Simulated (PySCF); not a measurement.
H4BN, charge -1, doublet, at a GFN2-xTB geometry (a state made from the parent by changing its charge; the spin is typed, not shown lowest) (in this run its highest filled SCF level lies above zero, so its values depend strongly on the basis, on diffuse functions most of all). Base run: DF-CAMB3LYP/def2-SVP run with PySCF.

PySCF was given this input:
```python
from pyscf import gto, scf, dft

mol = gto.Mole()
mol.atom = '''
    B    -0.85821139    0.10739517   -0.15583823
    N     0.69923672   -0.10831351   -0.09977272
    H    -1.46270089   -0.95255085    0.11348944
    H    -1.25784084    1.05119416    0.59906258
    H     1.14447758    0.79761676    0.05102349
    H     0.97246411   -0.67504134    0.71402463
'''
mol.basis = 'def2-svp'
mol.charge = -1
mol.spin = 1
mol.verbose = 5
mol.build()

mf = dft.UKS(mol)
mf.xc = 'camb3lyp'
mf = mf.density_fit(auxbasis='def2-universal-jkfit')
mf.kernel()
```

Variants of this job, named by their change:

| change | basis functions | E (Eh) | HOMO (eV) | core-seconds (rough) |
|---|---|---|---|---|
| base | 48 | -81.84134 | 1.55 | 3 |
| basis = pcseg-0 | 26 | -81.68544 | 1.70 | 2 |
| basis = LANL2DZ | 26 | -81.88800 | 1.51 | 3 |
| basis = 6-31+G* | 44 | -81.92023 | 0.80 | 4 |
| basis = cc-pVDZ | 48 | -81.90359 | 1.56 | 4 |
| basis = 6-311G** | 60 | -81.93325 | 1.34 | 4 |
| basis = 6-311++G** | 72 | -81.95110 | 0.74 | 6 |
| basis = def2-SVPD | 72 | -81.86657 | 0.95 | 6 |
| basis = 6-311+G(2d,p) | 78 | -81.95305 | 0.75 | 7 |
| basis = cc-pVTZ | 116 | -81.94828 | 1.14 | 9 |
| basis = pcseg-2 | 116 | -81.95795 | 0.89 | 8 |
| basis = cc-pVQZ | 230 | -81.95948 | 0.97 | 20 |
| basis = def2-QZVPP | 234 | -81.96403 | 0.85 | 20 |

Totals compare only among sets that treat the same electrons; sets with core potentials leave the core out.

Open shells are given as the SCF converged; they aren't shown to be the lowest states, and a large step between rows can be another state.
